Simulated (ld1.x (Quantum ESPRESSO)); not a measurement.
platinum (Pt): variants of one TM potential

Base potential:

```
Element                 : platinum (Pt)
Generator               : ld1.x (Quantum ESPRESSO) 7.5
Type                    : norm-conserving Troullier–Martins (Kleinman–Bylander form)
Functional              : PBE
Relativity              : scalar-relativistic
Frozen core             : [Kr] 4d10 4f14 5s2
Valence charge          : 16
Reference configuration : 5p6 5d9.5 6s0.5 6p0
Partial waves           : 6s (bound): rc 2.60 bohr; 5d (bound): rc 2.10 bohr; 5p (bound): rc 1.20 bohr
Local potential         : the p channel
Core correction         : a·sin(br)/r model core inside 0.90 bohr
```

All-electron outer shells of the reference configuration (PBE, scalar-relativistic, ld1.x):

```csv
shell,level (eV),outermost node (bohr),outermost maximum (bohr)
5s,-100.56,0.49,0.87
4f,-68.79,–,0.38
5p,-54.84,0.53,0.98
5d,-5.27,0.57,1.28
6s,-5.26,1.14,2.41
6p,-0.69,1.37,3.83
```

Cutoffs, loose and tight: the cutoffs (Ry, on a coarse ladder) from which the occupation-weighted sum of valence levels, in a spherical-Bessel basis at the reference potential, stays within 10 and 1 mRy of its value at 400 Ry. They do not see the model core or the augmentation charge, which bear on the density cutoff. Test errors are all-electron minus pseudo excitation energies from the reference, over the configurations 5p6 5d9 6s1 6p0; 5p6 5d9 6s0 6p0; 5p6 5d8 6s0 6p0; 5p6 5d8 6s1 6p1; 5p6 5d9 6s0.5 6p0; 5p6 5d8 6s2 6p0; 5p6 5d8 6s1 6p0. A dash means not determined; rows that change the core or the reference have their own tests. The largest error is taken over the tests solved by every variant that gives reliable tests at all: 5p6 5d8 6s0 6p0; 5p6 5d9 6s0 6p0; 5p6 5d9 6s0.5 6p0; 5p6 5d9 6s1 6p0.

A true bound ghost makes a file unfit for plane-wave use even where its test errors are small: the radial tests pick states by their node count and pass the ghost by. Where a test does run into it, the solver fails or the error is huge.

| change | outcome | cutoff, loose | cutoff, tight | bound ghosts | largest test error (meV) |
| --- | --- | --- | --- | --- | --- |
| base | generated | 120 Ry | 180 Ry | s | -6.4 |
| wave 6s (bound): rc 2.60 bohr becomes 6s (bound): rc 1.68 bohr | generated | 120 Ry | 200 Ry | s | -10 |
| wave 6s (bound): rc 2.60 bohr becomes 6s (bound): rc 1.92 bohr | generated | 120 Ry | 200 Ry | s | -7.7 |
| wave 6s (bound): rc 2.60 bohr becomes 6s (bound): rc 2.20 bohr | generated | 120 Ry | 200 Ry | s | -6.5 |
| wave 6s (bound): rc 2.60 bohr becomes 6s (bound): rc 2.46 bohr | generated | 120 Ry | 180 Ry | s | -6.5 |
| wave 6s (bound): rc 2.60 bohr becomes 6s (bound): rc 2.72 bohr | generated | 120 Ry | 180 Ry | s | -7.9 |
| wave 6s (bound): rc 2.60 bohr becomes 6s (bound): rc 3.36 bohr | generated | 120 Ry | 180 Ry | s | -48 |

(1) What comes out with this change to the base: wave 6s (bound): rc 2.60 bohr becomes 6s (bound): rc 3.56 bohr?

(2) What comes out with this change to the base: wave 6s (bound): rc 2.60 bohr becomes 6s (bound): rc 3.00 bohr?

(3) What comes out with this change to the base: wave 6s (bound): rc 2.60 bohr becomes 6s (bound): rc 3.84 bohr?

## Answers

(1) outcome: generated; cutoff, loose: 120 Ry; cutoff, tight: 180 Ry; bound ghosts: s; largest test error (meV): -64.

(2) outcome: generated; cutoff, loose: 120 Ry; cutoff, tight: 180 Ry; bound ghosts: s; largest test error (meV): -20.

(3) outcome: generated; cutoff, loose: 120 Ry; cutoff, tight: 180 Ry; bound ghosts: s; largest test error (meV): -93.

Reading the sweep of the s radius (base included, trends over the rows without a ghost): Bound ghosts are found at 1.68, 1.92, 2.2, 2.46, 2.6, 2.72, 3, 3.36, 3.56, 3.84 bohr. Every judged row has one, so this setting neither creates nor removes them.
